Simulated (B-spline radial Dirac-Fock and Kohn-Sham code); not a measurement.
**Er 3d3/2: cross section and angular parameters**

System: the Er atom in the configuration 1s2 2s2 2p6 3s2 3p6 3d10 4s2 4p6 4d10 4f12 5s2 5p6 6s2; threshold 1453.0 eV (tabulated edge). Calculated with a B-spline atomic structure program, using Dirac-Hartree-Slater photoionisation with a Latter tail; cross sections with all multipoles, angular parameters from the dipole term and its interference with E2.

For linearly polarised light dσ/dΩ = σ/(4π) [1 + β P₂(cos θ) + (δ + γ cos²θ) sin θ cos φ], with θ from the polarisation vector and φ the angle between the beam and the projection of the electron momentum on the plane normal to the polarisation.

```tsv
hν (eV)	σ (kb)	β	γ	δ
2150	222	0.947	-0.155	0.018
4150	33.8	1.266	0.469	0.088
4870	20.6	1.262	0.669	0.103
6000	?	?	?	?
7270	5.61	1.185	1.178	0.151
7290	5.55	1.185	1.181	0.152
8610	3.16	1.134	1.390	0.179
9251.7	2.47	1.109	1.477	0.192
10100	1.82	1.078	1.581	0.210
```

Question: Give the values at 6000 eV.

Answer: σ = 10.6 kb, β = 1.231, γ = 0.933, δ = 0.126.
